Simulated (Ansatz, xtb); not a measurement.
C5H5NO3: which of two isomers lies lower

Structure a: `CC(=O)OC(=O)CC#N`, a singlet. Structure b: `COC(=O)c1ncco1`, a singlet. Both are isolated molecules in the gas phase, relaxed with B3LYP-D3(BJ)/def2-SVP; each stands in its lowest conformer found.

Quicker runs give these differences E(b) − E(a): GFN2-xTB −84.7 kJ/mol; HF/STO-3G +3.4 kJ/mol (at GFN2-xTB geometries); r2SCAN-D4/def2-SVP +12.5 kJ/mol (at GFN2-xTB geometries).

Task: Which of the two would you expect CCSD(T)/def2-SVP + ΔMP2/def2-TZVPP electronic energies to favour?

Result: Structure a; the calculation gives E(b) − E(a) = +50.8 kJ/mol.

How the difference moves with the method:

```csv
level,geometry,E(b) − E(a) (kJ/mol),departure from the last row (kJ/mol),"job, with rough time for the two"
GFN2-xTB,GFN2-xTB,−84.7,−135.5,"optimisation, 0.15 s"
HF/STO-3G,GFN2-xTB,+3.4,−47.4,"single point, 0.44 s"
r2SCAN-D4/def2-SVP,GFN2-xTB,+12.5,−38.3,"single point, 3.9 s"
B3LYP-D3(BJ)/def2-SVP,B3LYP-D3(BJ)/def2-SVP,+31.5,−19.3,"optimisation, 59 s"
HF/def2-SVP,B3LYP-D3(BJ)/def2-SVP,+85.3,+34.5,part of the CCSD(T) run
MP2/def2-SVP,B3LYP-D3(BJ)/def2-SVP,+62.5,+11.7,part of the CCSD(T) run
CCSD(T)/def2-SVP,B3LYP-D3(BJ)/def2-SVP,+65.1,+14.3,single point
CCSD(T)/def2-SVP + ΔMP2/def2-TZVPP,B3LYP-D3(BJ)/def2-SVP,+50.8,,"single point, 2 min"
```

As drawn, b has 2 C∷N, 1 C∷C, 2 C∷O in place of 2 C–C, 1 C=O, 1 C≡N (∷ is an aromatic bond). Structure a has no ring, b a 5-membered ring (with an aromatic ring).

GFN2-xTB puts the two in the other order. The largest departure from CCSD(T)/def2-SVP + ΔMP2/def2-TZVPP is that of GFN2-xTB, 135.5 kJ/mol. A small imaginary or near-zero mode remains, so no thermal terms are given. The last row adds to CCSD(T) the change of the MP2 difference between the two basis sets, here −14.3 kJ/mol, a large step that makes the value less sure.

The correlated steps freeze 9 core orbitals. Run with Ansatz 0.2.0, xtb 6.7.1; the last row on 4 threads of Arm Neoverse V1 on a shared host.
